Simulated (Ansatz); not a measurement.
ClH3HfS3, SMILES `[SH][Hf]([SH])([SH])[Cl]`. The species carries charge 0 and has multiplicity 1. Hf takes the def2 core potential. All single points use the PBE0-D4/def2-TZVP geometry. It is one conformer, not always the lowest.

```xyz
8

S    -1.515   -0.871    1.353
Hf    0.431   -0.352    0.010
S    -0.056   -1.249   -2.183
S     0.638    2.062   -0.135
Cl    2.369   -1.278    0.912
H    -0.863   -0.491    2.473
H    -0.340   -0.007   -2.625
H    -0.664    2.186    0.195
```

Problem. What is the dipole moment at r2SCAN/def2-TZVPP? (An estimate is asked.)

Solution. Ansatz gave: 1.23 D, with components (-0.68, 0.99, 0.29) D in this frame, pointing from negative to positive charge.

Problem. And with PBE, B3LYP, ωB97M-V? (An estimate is asked.)

Solution. The calculation gave: PBE 1.18 D, B3LYP 1.17 D, ωB97M-V 1.13 D.

Problem. Give the Mulliken charges with r2SCAN, B3LYP, ωB97M-V in def2-TZVPP. (Best estimate.)

Solution. The calculation gave: 
```tsv
atom	r2SCAN	B3LYP	ωB97M-V
S1	-0.29	-0.28	-0.26
Hf2	0.73	0.70	0.56
S3	-0.29	-0.28	-0.26
S4	-0.30	-0.29	-0.27
Cl5	-0.25	-0.24	-0.20
H6	0.12	0.12	0.14
H7	0.14	0.13	0.15
H8	0.14	0.13	0.15
```

B3LYP here is the variant with VWN-RPA as its local correlation; programs differ in this.
